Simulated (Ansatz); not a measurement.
Reaction: SiH4S (sulfanylsilane, SMILES [SiH3]S) → SiH3S (SMILES [SiH2]S, doublet) + H (doublet) (the H-Si bond breaks)
Each species at its own B3LYP-D3(BJ)/def2-TZVP minimum (Ansatz, a quantum-chemistry and plane-wave program).

Property: bond dissociation energy (electronic), in kcal/mol. Open shells are spin-unrestricted; no spin-orbit coupling. CBS(X,Y): correlation extrapolated as X^-3, Hartree-Fock from the larger set. A bracket is a step between two methods taken in the basis named. The functionals are non-relativistic, so their misses hold any scalar relativity. 'core' is core correlation in cc-pwCVTZ (1s frozen past Ne), 'X2C' scalar relativity in cc-pVTZ-DK, both at CCSD(T). For partners of very few electrons the exact lower level stands in for a higher one.

CCSD(T)/CBS(cc-pV(T+d)Z,cc-pV(Q+d)Z) + [CCSDT(Q) - CCSD(T)]/cc-pV(T+d)Z + core + X2C (Ansatz) gives 94.9 kcal/mol.

Problem. How far off this value is PBE/def2-TZVPD (Ansatz), in which direction, and which of these levels come nearer: r2SCAN/def2-TZVPD, PBE0/def2-TZVPD, wB97M-V/def2-TZVPD, CCSD(T)/CBS(cc-pV(T+d)Z,cc-pV(Q+d)Z) + core + X2C?

Solution. PBE gives 87.7 kcal/mol, 7.2 kcal/mol below it. Differences of the others: r2SCAN/def2-TZVPD (Ansatz) -5.5; PBE0/def2-TZVPD (Ansatz) -5.6; wB97M-V/def2-TZVPD (Ansatz) -0.1; CCSD(T)/CBS(cc-pV(T+d)Z,cc-pV(Q+d)Z) + core + X2C (Ansatz) 0.1 kcal/mol. Nearer than PBE: r2SCAN/def2-TZVPD, PBE0/def2-TZVPD, wB97M-V/def2-TZVPD, CCSD(T)/CBS(cc-pV(T+d)Z,cc-pV(Q+d)Z) + core + X2C.
